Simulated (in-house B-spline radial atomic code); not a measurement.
**Two electrons outside the [He] 2s2 core: the oxygen ion O²⁺**

Computed with a B-spline radial code for spherical atoms: configuration interaction (CI) of the two valence electrons in the field of the frozen Dirac-Fock core, alone and with many-body perturbation theory for the core (screened one- and two-electron correlation potentials), Breit and QED terms; no-pair Dirac Hamiltonian, finite nucleus. Labels give the configuration (outer n counted up each series) and the leading LS term, or the jj pair where no LS term holds 70 %.

The outer s² shell of this core is soft: its mixing with p² is only treated to second order, so levels can be several per cent off.

Command:
```bash
python run_mb.py task.json out
```
Settings (nuclear radius in fm, box in bohr, cutoff in hartree):
```
basis_form          3
Z                   8
core_configuration  [He] 2s2
rms_radius          2.6991
mass_number         16
speed_of_light      137.036
box_radius          22.5
lmax                6
intervals           67
virtual_cutoff      300.0
```

Time taken, with all properties: 83 s on 1 thread of Arm Neoverse V1 (shared host).

Excitation energies (cm⁻¹):

| level | purity of the LS term | CI alone | CI + MBPT + Breit + QED | Landé g of the LS mixture |
| --- | --- | --- | --- | --- |
| 2p2 3P0 | 1.0 | 0 | 0 | - |
| 2p2 3P1 | 1.0 | 121 | 112 | 1.50 |
| 2p2 3P2 | 1.0 | 358 | 301 | 1.50 |
| 2p2 1D2 | 1.0 | ? | ? | ? |
| 2p2 1S0 | 1.0 | ? | ? | ? |

(1) Where does 2p2 1D2 lie?

(2) Where does 2p2 1S0 lie?

(3) What is the first ionisation energy?

Answers

(1) 20300 cm⁻¹ in CI alone and 19690 cm⁻¹ with all corrections; g = 1.00.

(2) 47345 cm⁻¹ in CI alone and 47692 cm⁻¹ with all corrections.

(3) 55.005 eV to the 2p1/2 state of the next ion (53.294 eV from CI alone). NIST lists 54.93554 ± 0.00012 eV (semi-empirical).
